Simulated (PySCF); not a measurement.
## Correlation energy of B⁺ (boron, charge +1)

[He] 2s1 2p1, high-spin 3P determinant (an excited configuration). Calculation: PySCF 2.14, in x2c-TZVPPall (5s3p2d1f, 31 functions); the spin-free X2C one-electron Hamiltonian (Gaussian nucleus). Frozen: 1s2; 2 electrons correlated.

Total MP2 correlation energy: -2.92 mhartree.

Same-spin part -2.92 and opposite-spin part 0.00 mhartree; SCS-MP2 scales them by 1/3 and 6/5 to -0.97 mhartree.

The basis was made for the ground configuration and has no added diffuse functions, which can raise the energy of the promoted electron.
